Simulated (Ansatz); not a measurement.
`C[SiH2][GaH][Cl]` + `N=C=O` → `O=C=[N][GaH][Cl]` + `C[SiH3]` at 700 K and 1 bar (cleavage of the Ga–Si bond).

Gas-phase electronic energies from Ansatz, PBE0-D4/def2-TZVP geometries. CBS: MP2 limit from def2 TZ/QZ plus the TZ coupled-cluster correction, frozen cores. This one scheme is used for every species. For Ga outer-core shells are correlated without core-valence functions, which leaves a few kJ/mol of doubt a bond. Scalar relativity is left out up to krypton. One conformer a species, not always the lowest.

| species | CCSD(T)/CBS energy (Eh) | H − E (kJ/mol) | S (J/(mol·K)) |
| --- | --- | --- | --- |
| `C[SiH2][GaH][Cl]` | -2714.51932 | 243.1 | 501.6 |
| `N=C=O` | -168.51995 | 89.3 | 283.6 |
| `O=C=[N][GaH][Cl]` | -2552.32599 | 116.4 | 434.5 |
| `C[SiH3]` | -330.73916 | 210.8 | 332.0 |

H − E and S are ideal-gas, rigid-rotor, harmonic terms from PBE0-D4/def2-TZVP, for one conformer and one mirror image of each species. 1 Eh = 2625.50 kJ/mol, R = 8.31446 J/(mol·K).

By hand: ΔE, ΔH, ΔS and ΔG.

ΔE = (-2552.32599) + (-330.73916) − (-2714.51932) − (-168.51995) = -0.02588 Eh = -67.9 kJ/mol. Δ(H − E) = 116.4 + 210.8 − 243.1 − 89.3 = -5.2, so ΔH = -73.1 kJ/mol. ΔS = 434.5 + 332.0 − 501.6 − 283.6 = -18.7 J/(mol·K). ΔG = -73.1 − 700 × (-18.7)/1000 = -60.0 kJ/mol.

By hand: the equilibrium constant, and the temperature at which ΔG would vanish if ΔH and ΔS stayed fixed.

log₁₀ K = −ΔG/(RT ln 10) = 4.5. ΔG = 0 at ΔH/ΔS = 3909 K, far beyond where these terms or the molecules hold.

ΔH outweighs TΔS. A doubt of 5 kJ/mol in ΔE shifts log₁₀ K by 0.4 here. Other conformers and mirror images would add mixing entropy, several J/(mol·K) or more a flexible species. Modes under 60 cm⁻¹, often nearly free rotors, make the harmonic entropy too high. These are equilibria of isolated gas molecules and say nothing of rates. Largest T1 diagnostic: 0.018 (customary marks: 0.02 for closed shells, 0.045 for open ones).
